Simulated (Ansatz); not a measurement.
Frontier orbitals of `[F][SnH2][SH]`.

Charge 0, multiplicity 1. Correlated methods include outer-core shells of Sn, which these sets cover unevenly. Sn: def2 effective core potential. The geometry is a stationary point of PBE0-D4/def2-TZVP. It is one conformer, not always the lowest. Basis def2-TZVPP, the Gaussian-basis code of Ansatz.

```json
{"functional": "PBE", "HOMO (eV)": "-6.63", "LUMO (eV)": "-1.84", "gap (eV)": "4.79"}
{"functional": "PBE0", "HOMO (eV)": "-7.89", "LUMO (eV)": "-0.91", "gap (eV)": "6.98"}
{"functional": "r2SCAN0", "HOMO (eV)": "-8.08", "LUMO (eV)": "-0.73", "gap (eV)": "7.35"}
{"functional": "ωB97X-V", "HOMO (eV)": "-10.26", "LUMO (eV)": "1.16", "gap (eV)": "11.42"}
{"functional": "ωB97M-V", "HOMO (eV)": "-10.09", "LUMO (eV)": "0.92", "gap (eV)": "11.01"}
```

Question: What is the vertical ionisation energy at frozen-core CCSD(T)/def2-TZVPP? (An estimate is asked.)

Answer: Computed: 10.15 eV (T1 of the cation 0.016).

From PBE to PBE0 the HOMO moves by −1.25 eV and the LUMO by +0.93 eV, and with ωB97M-V by −3.46 and +2.76 eV, so the gap grows from 4.79 to 11.01 eV with exact exchange. A positive LUMO is unbound and depends on the basis. −ε(HOMO) differs from that ionisation energy by −3.51 eV with PBE and −0.05 eV with ωB97M-V.
